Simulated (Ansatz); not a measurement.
Spectroscopic constants of SeH, multiplicity 2 (the spin of the measured ground state). No spin–orbit coupling. Se is treated without relativity.

```tsv
level	bond energy D_e (eV)
SVWN5/def2-TZVPP	3.944
PBE/def2-TZVPP	3.419
r2SCAN/def2-TZVPP	3.441
B97M-V/def2-TZVPP	3.433
B3LYP/def2-TZVPP	3.434
PBE0/def2-TZVPP	3.353
BHLYP/def2-TZVPP	3.325
CAM-B3LYP/def2-TZVPP	3.426
wB97X-V/def2-TZVPP	3.452
wB97M-V/def2-TZVPP	3.395
B2PLYP/def2-TZVPP	3.367
CCSD/def2-TZVPP	3.280
CCSD/def2-QZVPP	3.340
CCSD(T)/def2-TZVPP	3.323
CCSD(T)/def2-QZVPP	3.389
```

The rows run from 3.280 (CCSD/def2-TZVPP) to 3.944 eV (SVWN5/def2-TZVPP). From def2-TZVPP to def2-QZVPP CCSD(T) changes by 0.067. The 11 functionals in def2-TZVPP without D3 or D4 span 0.619, from BHLYP to SVWN5.

D_e counts from the fitted minimum to each atom's lowest state at the same level, without counterpoise.

Correlated levels freeze the inner cores; with def2 sets outer-core shells near the valence are correlated too.

Programs: Ansatz (Gaussian orbitals).

Ansatz is an electronic-structure program.
